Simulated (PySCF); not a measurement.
B3LYP has the VWN-RPA correlation part, as in Gaussian. 

Z-matrix (Å, degrees):
```
Ge
H 1 1.5432
H 1 1.5432 2 110.70
H 1 1.5432 2 110.70 3 -123.13
```
Charge 0, spin multiplicity 2.

### Question
Give the dipole moment, total energy and highest occupied spin orbital at the level B3LYP-D3(BJ)/def2-TZVP run with PySCF 2.14.0.

### Answer

```
Quantity                              Value
-----------------------------  ------------
dipole moment                        0.11 D
total energy                   -56567.06 eV
highest occupied spin orbital      -6.05 eV
```
